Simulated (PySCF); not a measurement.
C4H9O2 (SMILES [CH2]C(O)COC), doublet, geometry from GFN2-xTB. Base run: PySCF with DF-B3LYP/def2-SV(P).

PySCF was given this input:
```python
from pyscf import gto, scf, dft

mol = gto.Mole()
mol.atom = '''
    C    -1.635460    1.114110   -0.333849
    C    -1.142979    0.036087    0.542069
    O    -1.459975   -1.248749    0.076370
    C     0.396571    0.154049    0.741261
    O     0.999132   -0.034810   -0.517688
    C     2.400404    0.013921   -0.468693
    H    -1.933793    0.899290   -1.339800
    H    -1.605908    2.130674    0.002726
    H    -1.595299    0.113005    1.542827
    H    -0.979056   -1.376510   -0.750924
    H     0.649734    1.141418    1.152798
    H     0.732549   -0.622301    1.445301
    H     2.802628   -0.767841    0.187818
    H     2.753371   -0.147464   -1.485195
    H     2.751306    0.989198   -0.109740
'''
mol.basis = 'def2-sv(p)'
mol.charge = 0
mol.spin = 1
mol.verbose = 4
mol.build()

mf = dft.UKS(mol)
mf.xc = 'b3lyp'
mf = mf.density_fit(auxbasis='def2-universal-jkfit')
mf.kernel()
```

The base run was repeated with changes; each row names its change, and settings that it needs were set with it.

| change | ΔE vs base (µEh) | SCF cycles | <S^2> | outcome |
|---|---|---|---|---|
| base | 0.0 | 11 | 0.754 | converged |
| conv_tol = 1e-4 | 11.6 | 6 | 0.754 | converged |
| conv_tol = 1e-7 | 0.0 | 9 | 0.754 | converged |
| conv_tol = 1e-6 | 0.0 | 8 | 0.754 | converged |
| conv_tol_grad = 1e-3 | 0.0 | 11 | 0.754 | converged |
| init_guess = atom | 0.0 | 11 | 0.754 | converged |
| level_shift = 1.0 (with mf.max_cycle = 100) | 0.0 | 37 | 0.754 | converged |
| diis_space = 20 | 0.0 | 11 | 0.754 | converged |
| DIIS = ADIIS | 0.0 | 15 | 0.754 | converged |
| diis = off; damp = 0.6 (with mf.diis_start_cycle = 200; with mf.max_cycle = 150) | 0.0 | 25 | 0.754 | converged |
| init_guess = 1e | 0.0 | 24 | 0.754 | converged |
| solver = newton | 0.0 | - | 0.754 | converged |
| solver = newton; init_guess = 1e | - | - | - | cut at the time limit |

Open shells are given as the SCF converged; they aren't shown to be the lowest states, and a large step between rows can be another state.
